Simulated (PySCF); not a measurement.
Stepwise substitution at one centre (Al H-OH). Isolated molecules, 0 K electronic values unless said otherwise. One relaxed conformer stands for each flexible species; it need not be the lowest. Strings in code marks are SMILES.

Level of theory: TPSSh-D3(BJ)/def2-TZVP (PySCF 2.14.0). 

```
species                                         HOMO (eV)  S1 oscillator strength
----------------------------------------------  ---------  ----------------------
0 of 3 H replaced by OH (`[AlH3]`)                  -8.05                       –
1 of 3 H replaced by OH                             -7.35                   0.000
2 of 3 H replaced by OH                                 ?                   0.000
3 of 3 H replaced by OH (`[OH][Al]([OH])[OH]`)      -8.05                   0.000
```

Q: What belongs in the gaps?

A: 
- 2 of 3 H replaced by OH, HOMO (eV): -8.12
